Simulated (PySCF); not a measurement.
Species: C4H8FPS.
Z-matrix (Å and degrees, PBE0-D3(BJ)/def2-SVP geometry), rows numbered from 1:
```
C 
S   1  1.8028
C   2  1.8151  1  100.73
P   3  1.8748  2  118.83  1   -52.83
C   4  1.6911  3  102.04  2   -69.14
C   5  1.4815  4  133.24  3     1.51
F   5  1.3395  4  115.64  3  -178.08
H   1  1.0988  2  106.59  3   179.09
H   1  1.1006  2  111.30  3    60.46
H   1  1.1006  2  111.50  3   -62.36
H   3  1.1028  2  109.27  1    68.15
H   3  1.1013  2  105.48  1  -177.76
H   6  1.1035  5  109.95  4  -112.24
H   6  1.1022  5  108.85  4   130.72
H   6  1.0955  5  112.19  4    10.88
```

All values: CAM-B3LYP/def2-SVPD (PySCF, non-relativistic), on one gas-phase PBE0-D3(BJ)/def2-SVP geometry that isn't relaxed in the solvent. The solvent is an IEF-PCM continuum (cavity from Bondi-type radii × 1.2), and excitations are vertical TDDFT with non-equilibrium linear response and a frozen core. Specific hydrogen bonds and non-electrostatic terms are outside this model.

Gas-phase singlets (H = HOMO, L = LUMO):

```
state  E (eV)  λ (nm)      f                 leading configurations
   S1   4.257     291  0.006                                H→L 87%
   S2   5.006     248  0.200                   H-1→L 78%, H-2→L 10%
   S3   5.151     241  0.019                   H-2→L 73%, H-1→L 13%
   S4   5.473     227  0.002                              H→L+1 69%
   S5   6.033     205  0.003  H-1→L+1 35%, H-1→L+5 14%, H-1→L+3 13%
```

Question: Give the list for acetonitrile (ε = 35.69), n² = 1.81.

Answer: 
```
state  E (eV)  λ (nm)      f                 leading configurations  change by rank (eV)
   S1   4.305     288  0.009                                H→L 88%               +0.048
   S2   4.916     252  0.262                              H-1→L 88%               -0.090
   S3   5.159     240  0.010                              H-2→L 79%               +0.008
   S4   5.560     223  0.006                              H→L+1 69%               +0.087
   S5   6.018     206  0.009  H-1→L+1 49%, H-1→L+3 15%, H-1→L+5 10%               -0.015
```

Question: The ground-state energy changes by -0.205 eV from gas to acetonitrile. By how much does the total energy of gas-phase S1 change?

Answer: E(S1) = E(S0) + excitation energy, so it changes by -0.205 + 0.048 = -0.157 eV: it is lowered less than the ground state, which is what a blue shift means. This is the vertical state, with the slow part of the continuum still set for S0.

Question: How do the frontier levels move from gas to acetonitrile?

Answer: 
```
orbital  gas (eV)  solvent (eV)  change (eV)                  Löwdin shares, gas              Löwdin shares, solvent
 LUMO+2      1.23          1.39        +0.16    S2 27 %, C1 12 %, C6 9 %, P4 8 %    S2 41 %, C6 10 %, C1 6 %, C3 6 %
 LUMO+1      1.09          1.25        +0.16    S2 48 %, P4 9 %, H12 8 %, C3 8 %    S2 45 %, P4 14 %, C3 7 %, C1 6 %
   LUMO     -0.52         -0.44        +0.08    P4 34 %, C5 30 %, C3 7 %, F7 7 %    P4 34 %, C5 31 %, F7 7 %, C3 7 %
   HOMO     -7.76         -7.73        +0.03    S2 59 %, P4 12 %, C1 8 %, C3 7 %    S2 60 %, P4 11 %, C1 8 %, C3 7 %
 HOMO-1     -8.18         -8.13        +0.05    P4 33 %, C5 28 %, F7 9 %, S2 8 %    P4 34 %, C5 29 %, F7 9 %, C3 7 %
 HOMO-2     -9.22         -9.18        +0.04  P4 49 %, S2 15 %, C3 13 %, C5 10 %  P4 48 %, S2 15 %, C3 13 %, C5 10 %
 HOMO-3    -10.85        -10.77        +0.08  S2 44 %, C1 13 %, P4 12 %, C3 11 %  S2 43 %, C1 14 %, P4 13 %, C3 10 %
```

The HOMO–LUMO gap goes from 7.24 to 7.28 eV.

On Arm Neoverse N1, one thread, no GPU, shared host, this took 69 s wall and 1.1 GiB of memory at its peak. This is the whole response run at CAM-B3LYP/def2-SVPD in acetonitrile, SCF included.
